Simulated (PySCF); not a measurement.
# Functional dependence of a UV spectrum

Species: C4H5ClGe.
Cartesian coordinates in Å at the PBE0-D3(BJ)/def2-SVP level; atoms count from 1:
```xyz
11
C4H5ClGe angstrom
Cl    -2.1489   -2.1213   -0.7945
Ge    -0.9239   -0.8943    0.5024
C     -0.9609    0.9849    0.0233
C      0.2957    1.3116   -0.3296
C      1.3312    0.2458   -0.3106
C      0.9623   -0.9938    0.0605
H     -1.3302   -1.2565    1.9373
H     -1.7903    1.6932    0.0336
H      0.5845    2.3250   -0.6295
H      2.3567    0.4990   -0.6016
H      1.6448   -1.8438    0.0967
```

Linear-response calculations in the def2-SVPD basis (PySCF; singlets by full response, triplets Tamm–Dancoff, core orbitals frozen in the response; HF means time-dependent Hartree–Fock). 'Strongest' is the level of largest summed f among the singlets computed (10 roots, of which the last may lack a degenerate partner); it can jump between rows when another state enters that window. S1 is the lowest singlet of each run and needn't be the same state throughout; f(S1) is that of one state. Geometry: PBE0-D3(BJ)/def2-SVP; no solvent, vibrations or thermal averaging. Relativistic effects, spin–orbit coupling among them, are left out although an element past zinc is present.

```json
{"functional": "LDA", "kind": "LDA", "S1 (eV)": "3.81", "f(S1)": "0.017", "strongest (eV)": "5.76", "T1 (eV)": "2.74", "HOMO (eV)": "-6.36", "gap (eV)": "3.16", "ionisation energy, ΔSCF (eV)": "9.21"}
{"functional": "PBE", "kind": "GGA", "S1 (eV)": "3.86", "f(S1)": "0.021", "strongest (eV)": "5.81", "T1 (eV)": "2.59", "HOMO (eV)": "-6.17", "gap (eV)": "3.20", "ionisation energy, ΔSCF (eV)": "8.98"}
{"functional": "PBE0", "kind": "global hybrid, 25% exact exchange", "S1 (eV)": "4.15", "f(S1)": "0.033", "strongest (eV)": "6.48", "T1 (eV)": "2.55", "HOMO (eV)": "-7.18", "gap (eV)": "5.10", "ionisation energy, ΔSCF (eV)": "9.05"}
{"functional": "BHandHLYP", "kind": "global hybrid, 50% exact exchange", "S1 (eV)": "4.29", "f(S1)": "0.040", "strongest (eV)": "7.25", "T1 (eV)": "2.53", "HOMO (eV)": "-8.01", "gap (eV)": "6.96", "ionisation energy, ΔSCF (eV)": "8.88"}
{"functional": "CAM-B3LYP", "kind": "range-separated hybrid", "S1 (eV)": "4.27", "f(S1)": "0.036", "strongest (eV)": "7.17", "T1 (eV)": "2.63", "HOMO (eV)": "-8.43", "gap (eV)": "7.48", "ionisation energy, ΔSCF (eV)": "9.12"}
{"functional": "wB97X-D", "kind": "range-separated hybrid", "S1 (eV)": "4.28", "f(S1)": "0.038", "strongest (eV)": "7.31", "T1 (eV)": "2.71", "HOMO (eV)": "-8.99", "gap (eV)": "8.68", "ionisation energy, ΔSCF (eV)": "9.09"}
{"functional": "LC-wPBE", "kind": "range-separated hybrid", "S1 (eV)": "4.52", "f(S1)": "0.040", "strongest (eV)": "7.45", "T1 (eV)": "2.60", "HOMO (eV)": "-9.82", "gap (eV)": "9.95", "ionisation energy, ΔSCF (eV)": "9.25"}
{"functional": "HF", "kind": "Hartree–Fock", "S1 (eV)": "4.50", "f(S1)": "0.053", "strongest (eV)": "8.04", "T1 (eV)": "2.15", "HOMO (eV)": "-9.25", "gap (eV)": "10.72", "ionisation energy, ΔSCF (eV)": "not settled"}
```

**Question.** What does B3LYP (global hybrid, 20% exact exchange) give?

**Answer.** S1 (eV) 4.06, f(S1) 0.031, strongest (eV) 6.65, T1 (eV) 2.60, HOMO (eV) -6.95, gap (eV) 4.69, ionisation energy, ΔSCF (eV) 9.04. S1 runs from 3.81 eV (LDA) to 4.52 eV (LC-wPBE), a spread of 0.70 eV, while the orbital gap spreads over 7.6 eV. Along PBE (0%), B3LYP (20%), PBE0 (25%), BHandHLYP (50%), HF (100%) S1 rises with the share of exact exchange. −ε(HOMO) comes closest to its own ΔSCF ionisation energy with wB97X-D (-0.10 eV) and misses most with LDA (-2.86 eV). 'Not settled' means that the ion's SCF failed to converge or may have ended in another state than the lowest.
